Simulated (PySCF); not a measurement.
C3H8AlCl, SMILES [CH](C)([AlH][Cl])C.

Geometry optimised at PBE0-D3(BJ)/def2-SVP. The values are those of a single conformer.

These are PBE/def2-TZVP (PySCF) values and carry that method's errors.

The total energy is -821.38890 hartree. The highest occupied level is -6.25 eV and the lowest empty level is -1.99 eV. The orbital gap is 4.26 eV and the dipole moment comes out as 1.83 D. The quadrupole, principal values (traceless, Buckingham form, about the centre of nuclear charge) comes out as -4.56, -1.97, 6.53 D·Å and the mean static polarisability is 77.6 bohr³ (11.50 Å³). The polarisability, principal values comes out as 62.1, 79.3, 91.4 bohr³.
